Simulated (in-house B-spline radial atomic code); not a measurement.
The numbers below are computed, except where a source is named.
## Correlation energy from the adiabatic connection: −Z/r, Z = 2.4

Two electrons in a singlet, external potential −Z/r, Z = 2.4 (atomic units). Full CI in B-splines (partial waves to l = 8, correlation up to 0.6 % small) with the density held fixed gives W(λ) = <V_ee>_λ − U, and E_c is the integral of W(λ) − W(0) from 0 to 1.

| λ | W(λ) − W(0) (hartree) |
| --- | --- |
| 0 | 0.00000 |
| 0.02 | -0.00190 |
| 0.05 | -0.00473 |
| 0.12 | -0.01122 |
| 0.25 | -0.02284 |
| 0.4 | -0.03562 |
| 0.6 | -0.05168 |
| 0.8 | -0.06671 |
| 1 | -0.08081 |

Task: Integrate the table by the trapezoid rule.

Result: The strips give -0.00002, -0.00010, -0.00056, -0.00221, -0.00438, -0.00873, -0.01184, -0.01475, which sum to -0.04260 hartree. The direct value, W(1) − W(0) + T_c with T_c = 0.03815, is -0.04266; the curve is convex, so chords lie above it and the trapezoids fall short in size by 0.15 %.

Task: Now use only three numbers: W(0) = -1.2753, the initial slope W'(0) = -0.0955 (extrapolated from the first points) and the strong-coupling limit of the point-charge-plus-continuum model, W∞ = -1.8173. What do second-order theory and the interpolation W(λ) = W∞ + (W(0) − W∞)/√(1 + 2χλ) of Seidl, Perdew and Levy give?

Result: Second order keeps the slope alone: E_c = W'(0)/2 = -0.04775, +12 % in size against -0.04266. Matching the slope fixes χ = W'(0)/(W∞ − W(0)) = -0.0955/(-0.54200) = 0.17620. Integrating, with s = √(1 + 2χ) = 1.162927, E_c = −(W(0) − W∞)(s − 1)/(s + 1) = −0.54200 × 0.162927/2.162927 = -0.04083 hartree, -4.3 % in size against the full result. At λ = 1 the formula gives W − W(0) = -0.07593 against -0.08081. Part of the miss can come from the model's W∞.
